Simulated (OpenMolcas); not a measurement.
Pt3+ among 6 point charges of -1.7 e arranged as an octahedron (Oh).

```json
{
  "Program": "OpenMolcas",
  "Method": "CASSCF",
  "Basis": "ANO-RCC-VDZP [7s6p4d2f]",
  "Scalar Hamiltonian": "DKH2, point nucleus",
  "Active space": "7 electrons in 5 orbitals (5d)",
  "State averaging": "2S+1 = 4 even, 10 roots; 2S+1 = 2 even, 40 roots",
  "Spin-orbit coupling": "state interaction with AMFI integrals over the reference wave functions"
}
```

All point charges move together. At R = 2.04 Å |10Dq| is 8770 cm-1, and at R = 2.46 Å it is 3707 cm-1.

**Question.** A third run gives 5975 cm-1. What distance was it run at?

**Answer.** With a power law R^-n the two known points give n = -ln(3707 / 8770) / ln(2.46 / 2.04) = 4.60. Then R = 2.04 × (8770 / 5975)^(1/4.60) = 2.217 Å. The run was at 2.22 Å, so the estimate is off by -0.003 Å.

An orbital triplet at a regular site is open to Jahn-Teller coupling, which can distort the site and quench the lowest spin-orbit gaps and is left out. Without dynamic correlation the repulsion within the d shell is too large (B by tens of per cent), so at a given field states of lower spin stand too high. This shell can be high or low spin here, a state of another spin lies low, and with metal d orbitals alone active their balance is uncertain, so the ground spin may be wrong. Point charges give a weaker field than real ligands, and real ions of this kind are as a rule low spin; the high spin found here belongs to the model. This field is weak: 10Dq is about 8770 cm-1, while octahedral complexes of 5d ions of charge 3 and more, computed by the same method with explicit ligands, had a median near 35000 cm-1. Ground spin and moment need not be those of a real site (figures for R = 2.04; the like holds for R = 2.22, R = 2.46). This is an electrostatic model: the charges have no orbitals. No measured value stands beside these numbers.
